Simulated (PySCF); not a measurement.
**From computed data to an observable: chemical shift, span and skew from a shielding tensor**

AlClH4O2SSi, SMILES [OH][Al]([OH])[S][SiH2]Cl. Atoms are numbered in the order given.

```xyz
10

Si     1.8220    -0.3534     0.2944
Cl     0.8269     0.1428    -1.5546
S      0.3176    -0.1170     1.7213
Al    -1.1414     0.1292     0.0200
O     -1.8981     1.6333    -0.2164
O     -1.9432    -1.2999    -0.4273
H      2.3227    -1.7344     0.0762
H      2.9504     0.6097     0.3820
H     -1.6129     2.4673     0.1575
H     -2.7397    -1.2980    -0.9606
```
Charge 0, spin multiplicity 1.

The structure is a stationary point at PBE0-D3(BJ)/def2-SVP. The structure was generated by enumeration; whether it is a known compound was not checked. The values are those of a single conformer.

GIAO shieldings from PySCF with KT2/pcSseg-1, non-relativistic, no solvent. The symmetric part of the tensor of Si1 has the principal values 309.1, 350.6, 393.8 ppm. The same nucleus in TMS has σ = 361.9 ppm at this level (PySCF, at its B3LYP-D3(BJ)/def2-TZVP geometry). Without spin–orbit terms, shifts of atoms bonded to Cl or Br come out too high.

**Question.** Work out the isotropic shielding, the ²⁹Si shift against TMS, the span and the skew.

**Answer.** 
σ(iso) = (σ11 + σ22 + σ33)/3 = 351.2 ppm. δ = σ(ref) − σ(iso) = 361.9 − (351.2) = 10.7 ppm.
Span Ω = σ33 − σ11 = 84.7 ppm. Skew κ = 3(σ(iso) − σ22)/Ω = 0.02. Tumbling in solution averages the tensor to δ; in a static solid the shielding alone would spread this spin-1/2 line over Ω.
